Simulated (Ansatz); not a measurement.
Relaxation of C2H6ClGeN (11 atoms, charge 0, multiplicity 1), to a largest force component of 0.015 eV/Å in at most 40 steps.

Theory: RKS BLYP-D4/def2-SVP (Ansatz).

```xyz
11
Properties=species:S:1:pos:R:3:forces:R:3
C -1.723 0.136 -0.196 -3.36 3.63 -2.97
C -0.913 -0.557 0.491 3.06 -1.29 1.69
Ge 0.899 -0.019 0.645 1.48 -1.25 0.09
N 1.787 0.078 -1.035 0.86 0.93 0.80
Cl 1.039 1.917 1.587 0.00 0.78 0.26
H -1.452 1.112 -0.698 -0.10 -0.71 0.30
H -2.780 -0.129 -0.291 -0.39 -0.11 -0.17
H -1.203 -1.450 0.969 -0.54 -1.58 0.88
H 1.695 -1.041 1.567 -0.20 0.25 -0.15
H 2.591 -0.590 -0.899 -0.44 0.59 -0.32
H 2.237 1.049 -0.971 -0.37 -1.25 -0.41
```

Task: Where does it end, and by what steps?

Result: It converged. After 32 steps the energy has fallen by 0.667 eV; H6 moved furthest, 1.55 Å.

| step | energy less start (eV) | largest force component (eV/Å) | accepted |
| --- | --- | --- | --- |
| 0 | 0.0000 | 3.635 | yes |
| 2 | -0.3695 | 1.024 | no |
| 4 | -0.4641 | 0.118 | yes |
| 6 | -0.4632 | 1.496 | no |
| 8 | -0.5172 | 0.206 | yes |
| 10 | -0.5566 | 0.150 | yes |
| 12 | -0.5654 | 0.087 | yes |
| 14 | -0.5675 | 0.459 | no |
| 16 | -0.5759 | 0.149 | yes |
| 18 | -0.5798 | 0.094 | yes |
| 20 | -0.5832 | 0.082 | yes |
| 22 | -0.5985 | 0.285 | yes |
| 24 | -0.6234 | 0.481 | yes |
| 26 | -0.6458 | 0.310 | no |
| 28 | -0.6650 | 0.078 | yes |
| 30 | -0.6664 | 0.026 | yes |
| 32 | -0.6665 | 0.012 | yes |

```xyz
11
Properties=species:S:1:pos:R:3
C -1.582 -0.160 -0.504
C -0.942 -0.174 0.681
Ge 1.007 -0.193 0.791
N 1.645 0.315 -0.871
Cl 1.557 1.216 2.427
H -1.030 -0.172 -1.458
H -2.683 -0.137 -0.570
H -1.510 -0.150 1.626
H 1.675 -1.546 1.151
H 2.665 0.237 -0.967
H 1.375 1.271 -1.136
```

Time of the run: 95 s on 2 threads of Arm Neoverse V1, with other jobs on the host, peak memory 0.17 GiB.
